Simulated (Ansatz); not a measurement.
Reaction (ligand exchange at the Si–C bond): `CC(C)[Si]O` + H₂S → `O[Si]S` + `CCC`

Calculated with Ansatz (gas phase, PBE0-D4/def2-TZVP geometries, no zero-point term in ΔE). CBS: MP2 limit from def2 TZ/QZ plus the TZ coupled-cluster correction, frozen cores. This one scheme is used for every species. Functionals use def2-TZVPP. Each species was taken in one conformer, which may not be the lowest.

CCSD(T)/CBS gives -116.9 kJ/mol.

Another level gave -131.9 kJ/mol. Which?
A. revPBE/def2-TZVPP
B. B97M-V/def2-TZVPP
C. CCSD(T)/def2-TZVPP
D. LC-ωPBE/def2-TZVPP

A. revPBE -131.9, LC-ωPBE -118.7, B97M-V -125.9, CCSD(T)/def2-TZVPP -114.6 kJ/mol.

Largest T1 diagnostic among the species: 0.015.

Leaving LDA and LC-ωPBE aside and taking each functional with its dispersion term where it has one, the values, not all of them listed here, spread over 8.6 kJ/mol, from B97M-V to ωB97X-V. LDA lies +11.7 kJ/mol from PBE without D4. The D4 term adds +8.0 kJ/mol with B3LYP and +4.6 kJ/mol with PBE0; it sums over pairs of atoms, weighted by their polarisabilities, and B3LYP, whose exchange is more repulsive, gets the larger term.

B3LYP here is the variant with VWN-RPA as its local correlation; programs differ in this.
